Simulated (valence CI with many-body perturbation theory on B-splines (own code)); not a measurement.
## Which ion has this spectrum?

A relativistic CI+MBPT calculation for an atom or ion with 24 electrons gives these levels (eV):

| J | Parity | E | g |
| --- | --- | --- | --- |
| 4 | even | 0.00 | 1.23 |
| 2 | even | 8.09 | 1.26 |
| 0 | even | 27.11 |  |
| 3 | even | 72.35 | 1.33 |
| 4 | even | 73.59 | 1.18 |
| 1 | even | 77.46 | 1.26 |
| 6 | even | 81.54 | 1.10 |
| 5 | even | 81.67 | 1.12 |
| 2 | even | 88.94 | 0.98 |
| 3 | even | 90.45 | 1.06 |
| 0 | even | 99.86 |  |
| 4 | even | 104.73 | 1.05 |
| 1 | even | 105.68 | 1.22 |
| 2 | even | 105.72 | 1.11 |

The energies are calculated, and their last digits are not significant.

Which is it?
A. Os52+
B. W50+
C. Au55+
D. Ir53+

A. Os52+, ground level (3d3/2^4 3d5/2^2) J=4.
